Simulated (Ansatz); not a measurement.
The first iterations of a band of a periodic cell of 17 atoms, CuSi₁₆ (host Si, host structure diamond, interstitial Cu), cell charge +1.

These are results of DFT PBE-D3(BJ), scalar-relativistic, plane waves, PAW in Ansatz 0.2.0, not measurements. Settings: PAW set soft_1, cutoff 420 eV, k mesh 2x2x2, gaussian smearing 0.02 eV, no spin polarisation.

```json
{
  "movable images": "7",
  "climbing image": "yes",
  "spring": "2.0 eV/Å²",
  "optimiser": "quadratic models (default)",
  "start path": "IDPP",
  "force threshold": "0.05 eV/Å",
  "iteration limit": "33",
  "end points": "relaxed"
}
```

Initial state:

```xyz
17
Lattice="0.0000 5.4300 5.4300 5.4300 0.0000 5.4300 5.4300 5.4300 0.0000" Properties=species:S:1:pos:R:3
Si 0.133 0.127 0.127
Si 1.424 1.500 1.496
Si 2.709 2.681 -0.036
Si 4.126 4.091 1.360
Si 2.705 -0.033 2.679
Si 4.125 1.360 4.092
Si 5.435 2.639 2.640
Si 6.753 4.016 4.014
Si -0.093 2.744 2.746
Si 1.347 4.113 4.114
Si 2.674 5.382 2.662
Si 4.030 6.708 4.046
Si 2.674 2.661 5.383
Si 4.029 4.046 6.710
Si 5.415 5.371 5.373
Si 6.773 6.719 6.721
Cu 9.541 9.700 9.693
```

Final state:

```xyz
17
Lattice="0.0000 5.4300 5.4300 5.4300 0.0000 5.4300 5.4300 5.4300 0.0000" Properties=species:S:1:pos:R:3
Si -0.054 0.057 -0.059
Si 1.296 1.392 1.295
Si 2.759 2.676 0.000
Si 4.047 4.134 1.297
Si 2.666 0.067 2.666
Si 4.024 1.407 4.018
Si 5.370 2.761 2.668
Si 6.785 4.080 4.018
Si -0.005 2.671 2.758
Si 1.297 4.134 4.036
Si 2.756 5.432 2.751
Si 4.208 6.648 4.209
Si 2.668 2.761 5.359
Si 4.010 4.068 6.789
Si 5.547 5.302 5.558
Si 6.785 6.844 6.777
Cu 8.286 7.988 8.306
```

| iteration | highest image above the first end (eV) | largest band force component (eV/Å) |
| --- | --- | --- |
| 1 | 0.537 | 1.142 |
| 2 | 0.150 | 0.577 |
| 3 | 0.046 | 0.227 |

Problem. Does the band converge within its limit, and where does its top end?

Solution. It converged. It ended after 9 iterations with the highest image 0.034 eV above the first end. The profile has 2 maxima (images 1, 5) with wells between them (image 3): this band takes more than one step, which may be the mechanism or a detour left from its start path. A structure lower than the first end lies on the path between it and the top, so the climb from that side starts below the end, which may itself be a saddle point or a shallow side well. By the program's own check the climbing image is of a kind that is not told: the force calls were inconclusive, a negative curvature could not be distinguished from the path's own, the only one lies far off the path, or fixed occupations may fill a level only in part (lowest curvatures found: -0.52 and 0.87 eV/Å²). Limits of this set-up: charged cell in a uniform background, uncorrected.

Time of the run: 14 min on 1 thread of Arm Neoverse V1, on a shared host, peak memory 1.1 GiB.
